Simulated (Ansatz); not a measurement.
`O[SiH2]O[SiH2][SiH3]` + `C[SiH](O)S` → `O[SiH2][SiH](O)S` + `CO[SiH2][SiH3]`  (redistribution)

Program: Ansatz. Geometries: PBE0-D4/def2-TZVP. ΔE: electronic, gas phase. CCSD(T)/CBS is the MP2 limit (def2-TZVPP, def2-QZVPP) plus CCSD(T) − MP2 in def2-TZVPP, frozen cores. DFT in def2-TZVPP. B3LYP here is the variant with VWN-RPA as its local correlation; programs differ in this. Each species was taken in one conformer, which may not be the lowest.

```csv
level,ΔE (kJ/mol)
B3LYP-D4,236.5
ωB97X-V,236.6
HF/def2-TZVPP,255.1
SCS-MP2/def2-QZVPP,255.2
```

**Question.** What does CCSD(T)/CBS give? (Best estimate.)

**Answer.** Computed: +247.9 kJ/mol. The listed levels differ from it by -11.4, -11.3, 7.2, 7.3 kJ/mol.

Largest T1 diagnostic among the species: 0.012.

From PBE to PBE0 (25 % exact exchange), in def2-TZVPP and without D4, ΔE moves by +12.1 kJ/mol.
